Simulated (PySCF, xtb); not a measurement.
Cl3Sc, SMILES [Cl][Sc-]([Cl])[Cl] (connectivity only; charge and spin as stated), charge -1, multiplicity 2.

Harmonic wavenumbers (cm⁻¹) from GFN2-xTB in xtb at its own minimum, in rising order: 62, 66, 66, 234, 344, 344.

### Question
What does PySCF with B3LYP-D3(BJ)/def2-SVPD give at its own minimum? (An estimate is asked for; the answer gives what the named calculation found.)

### Answer
79, 83, 83, 260, 364, 364. Paired by order, the mean absolute difference is 20 cm⁻¹ and the zero-point energies are 1.6 and 1.8 kcal/mol.
